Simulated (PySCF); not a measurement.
A structure optimised at PBE0-D3(BJ)/def2-SVPD, used in a PySCF frequency run:

```
Cu
Br 1 2.2832
Br 1 2.2832 2 180.00
```
Charge -1, spin multiplicity 1.

### Question
Write its SMILES, formula and point group.

### Answer
[Br][Cu-][Br], Br2Cu, D∞h

### Question
What are its rotational constants (standard atomic weights)?

### Answer
0.60663 GHz (linear rotor, B only)
